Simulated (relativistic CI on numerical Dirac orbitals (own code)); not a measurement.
Sensitivity of the levels of W21+ to α and to the nuclear radius

Computed by Dirac-Coulomb-Breit CI, KLI orbitals optimised for each configuration, derivatives by finite differences, unscaled Slater integrals, QED left out (own radial code, finite nucleus).

Configurations in the expansion (outside the closed core [Kr] 4d10): 4f⁷.

With x = (α/α₀)² − 1 an excitation energy changes as ω = ω₀ + qx; K = 2q/ω₀ is the relative enhancement. Terms are leading LS components, so labels can repeat. The field-shift factor is F = δν/δ⟨r²⟩ for the transition from the lowest level.

Lowest level 4f⁷ ⁸S°7/2.

```
      Level  ω₀ (cm⁻¹)  q (cm⁻¹)  F (GHz/fm²)
 4f⁷ ⁶P°7/2    64750.2    -19200      -0.0943
 4f⁷ ⁶P°5/2    69955.7     -8693        0.352
 4f⁷ ⁶I°7/2    73893.5    -12380        0.255
 4f⁷ ⁶P°3/2    73995.9     -2766        0.616
 4f⁷ ⁶I°9/2    77050.1     -7501        0.476
4f⁷ ⁶I°17/2    77611.4     -4610        0.617
4f⁷ ⁶I°11/2    79659.4     -1667        0.728
4f⁷ ⁶I°15/2    80714.2      1095        0.856
4f⁷ ⁶I°13/2    80862.1       580        0.831
 4f⁷ ⁶D°9/2    86581.0     -6055        0.624
 4f⁷ ⁶D°7/2    92864.5    -381.3        0.897
 4f⁷ ⁶D°1/2    94699.1      7847         1.22
 4f⁷ ⁶D°3/2    96249.6      9250         1.29
```

At this charge energies of transitions that change n are usually good to better than 1 %, and those within a shell (Δn = 0) to a few per cent. Terms inside the open d or f shell come out 10 to 20 % too wide with unscaled integrals.

Problem. Which transition from the lowest level has the largest |K|?

Solution. 4f⁷ ⁶P°7/2 at 64750.2 cm⁻¹, K = -0.593.
